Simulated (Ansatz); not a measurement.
Coupled-cluster run, C4H4O2Ti, SMILES `C#[C][Ti]([OH])([OH])[C]#C`.

```yaml
crystal:
  periodic: [false, false, false]
  atoms:
    - {symbol: C, position_ang: [1.152190, -2.472792, 0.893502]}
    - {symbol: C, position_ang: [0.785305, -1.326261, 0.726983]}
    - {symbol: Ti, position_ang: [0.151019, 0.581428, 0.414544]}
    - {symbol: O, position_ang: [-0.835544, 1.131331, 1.781560]}
    - {symbol: O, position_ang: [1.540236, 1.661058, 0.193050]}
    - {symbol: C, position_ang: [-0.969990, 0.520894, -1.282202]}
    - {symbol: C, position_ang: [-1.635120, 0.460758, -2.297512]}
    - {symbol: H, position_ang: [1.472682, -3.480385, 1.036940]}
    - {symbol: H, position_ang: [-1.641655, 0.795391, 2.178831]}
    - {symbol: H, position_ang: [2.264620, 1.667010, -0.436053]}
    - {symbol: H, position_ang: [-2.218541, 0.404668, -3.189144]}
basis:
  gaussian: {orbitals: def2-SVP}
correlation: {method: ccsd_t}
```

```sh
$ ansatz run in.yaml --threads 4 --pin off --events-out ev --progress --plain --max-ram 11315MiB
```

Output of Ansatz, abridged:

```
Functional definition: HF
1398 factors; integrals over basis functions are off by at most 1.3e-3 eV
mean field evaluation 1: about -31324.6041 eV, gradient 6.7e1 eV
mean field evaluation 2: about -31324.7870 eV, gradient 6.7e1 eV
mean field evaluation 4: about -31334.8426 eV, gradient 9.7e0 eV
mean field evaluation 8: about -31335.1583 eV, gradient 5.0e-1 eV
mean field -31335.16003672 eV, -1151.5458916153 hartree, gradient 1.4e-6 eV, S^2 0.000000; 0 other end points of the search recorded, 0 dependent functions left out
11 core orbitals not correlated: weight in the atoms' cores, before any rotation towards them, 1.000 or more for the frozen orbitals, at most 0.000 for the correlated occupied ones
reference -31335.16003672 eV, -1151.5458916153 hartree; 22, 22 occupied and 102, 102 virtual orbitals, 1398 factors
second order -32.29264992 eV of doubles, -0.00000000 eV of singles
cycle   1  -31.24887386 eV  change     1.0e0 eV  update   2.4e-1
cycle   2  -32.39504271 eV  change    -1.1e0 eV  update   1.5e-1
cycle   3  -32.76593086 eV  change   -3.7e-1 eV  update   5.1e-2
cycle   4  -32.81549005 eV  change   -5.0e-2 eV  update   1.7e-2
cycle   5  -32.81213761 eV  change    3.4e-3 eV  update   6.0e-3
cycle   6  -32.81376369 eV  change   -1.6e-3 eV  update   3.1e-3
cycle   7  -32.81525034 eV  change   -1.5e-3 eV  update   1.0e-3
cycle   8  -32.81515813 eV  change    9.2e-5 eV  update   6.4e-4
cycle   9  -32.81502662 eV  change    1.3e-4 eV  update   2.2e-4
cycle  10  -32.81520350 eV  change   -1.8e-4 eV  update   1.3e-4
cycle  11  -32.81497938 eV  change    2.2e-4 eV  update   5.0e-5
cycle  12  -32.81489495 eV  change    8.4e-5 eV  update   2.0e-5
cycle  13  -32.81490994 eV  change   -1.5e-5 eV  update   7.8e-6
perturbative correction -1.59813922 eV, -0.0587305329 hartree
Total energy: -31369.57308588 eV, -1152.8105478458 hartree
```

Run time 8.5 s (4 threads of an Intel Xeon 6975P-C on a shared host); peak host memory 1.1 GiB.

Correlation energy per correlated electron: -0.782 eV. T1 diagnostic: 0.0213.
